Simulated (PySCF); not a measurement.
NMR data simulated for an unnamed compound:

$^{1}$H NMR (600 MHz, computed): δ 10.05 (t, 1H), 3.85 (d, 2H), 3.68 (s, 9H).

$^{13}$C{$^{1}$H} NMR (computed): δ 212.0 (CH), 73.8 (CH2).

No solvent, rapidly exchanging positions averaged, a single conformation, non-relativistic Hamiltonian. σ from GIAO-PBE0/pcSseg-1; coordinates at the GFN2-xTB level; PySCF 2.14.0 with density-fitted response routines.

References, each an isolated molecule treated in the same way: TMS for $^{1}$H, $^{13}$C.

Task: Which of these does the molecule contain: a (CH3)2CH unit, a tert-butyl group, a Si–H bond, an N-methyl group, an aldehyde?

Result: 
- A (CH3)2CH unit: no.
- A tert-butyl group: no.
- A Si–H bond: yes (δH 3.68 (s)).
- An N-methyl group: no.
- An aldehyde: yes (δC 212.0; δH 10.05 (t)).

The data belong to SMILES O=CCO[Si]([SiH3])([SiH3])[SiH3], C2H12O2Si4; they needn't prove each group on their own.

Carbon signals by region: 1 in the far downfield region (above 160 ppm), 1 at 50–100 ppm. Above 160 ppm: 212.0, aldehyde carbonyl carbon.

Shifts are as computed. Against solution values, carbons near 30 ppm lie about +3 ppm off and those near 130 ppm about +5 ppm. Of 1211 compounds with measured shifts, 218 miss one by over three times the rms of a fit or turn the order of signals round; such compounds aren't used in these exercises. No couplings were computed; multiplicities are counted from neighbouring protons, with m where these are inequivalent, close in shift, in a saturated or five-membered ring or joined by F or P, and br s for small geminal =CH2 splittings.
